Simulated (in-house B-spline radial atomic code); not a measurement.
# Rh8+: [Kr] 4d1

All numbers are computed (non-relativistic OLYP, spin-polarised, spherical fractional occupations; point nucleus) with an all-electron radial atomic-structure program (B-spline basis), not measured.

Effective charges: Z_r = [3n² - l(l+1)]/(2<r>) from the radius, Z_e = n√(-2ε) from the energy, and Slater's rules. Values are occupation-weighted means over spin.

```csv
shell,electrons,ε (eV),<r> (bohr),Z_r,Z_e,Slater
1s,2,-22513,0.03386,44.31,40.68,44.70
2s,2,-3328,0.1472,40.75,31.28,40.85
2p,6,-3096.3,0.1259,39.70,30.17,40.85
3s,2,-707.35,0.4019,33.59,21.63,33.75
3p,6,-615.63,0.3945,31.68,20.18,33.75
3d,10,-447.11,0.3676,28.56,17.20,23.85
4s,2,-206.35,0.954,25.16,15.58,17.25
4p,6,-176.47,1.002,22.95,14.41,17.25
4d,1,-127.15,1.127,18.63,12.23,9.00
```

The least bound orbital is 4d up at -127.2 eV, and it is also the most diffuse (<r> = 1.127 bohr).
